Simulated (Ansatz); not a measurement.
Basis sets compared for Si₃W₃⁻. Total charge -1; doublet. Geometry PBE-D4/def2-SVPD. Ansatz on 4 threads of Arm Neoverse V2 on a shared host; times are rough, and most runs start from earlier orbitals.

```csv
atom,x (Å),y (Å),z (Å)
W1,0.846,-0.713,0.967
W2,-0.880,1.730,-0.387
W3,-1.208,-0.573,-0.197
Si4,0.777,-2.057,-1.055
Si5,-0.580,1.151,1.914
Si6,1.045,0.462,-1.242
```

In the def2 sets W takes a core potential; there is no spin–orbit coupling. At PBE-D4/def2-SVPD, PBE-D4/def2-TZVPD the highest occupied level of the charge -1 doublet lies above zero (up to 0.09 eV). By energy differences its removal costs 1.85 eV (vertical, to the charge 0 singlet, at PBE0-D4/def2-TZVPD). At PBE0-D4/def2-SVPD, PBE0-D4/def2-TZVPD the charge -1 doublet is spin-contaminated (final ⟨S²⟩ up to 0.89, 0.75 for a pure state). The structure comes from a short search, and lower isomers may exist.

```csv
level,functions,energy (Eh),HOMO (eV),LUMO (eV),wall time
PBE-D4/def2-SVPD,177,-1069.2173,0.09,0.55,9.5 s
PBE0-D4/def2-SVPD,177,-1069.0717,-0.71,1.14,19 s
```

**Question.** Estimate the rows for PBE-D4/def2-TZVPD (with forces), PBE0-D4/def2-TZVPD.

**Answer.** 
| level | functions | energy (Eh) | HOMO (eV) | LUMO (eV) | wall time |
| --- | --- | --- | --- | --- | --- |
| PBE-D4/def2-TZVPD (with forces) | 258 | -1069.5454 | 0.02 | 0.47 | 15 s |
| PBE0-D4/def2-TZVPD | 258 | -1069.4001 | -0.76 | 1.04 | 41 s |
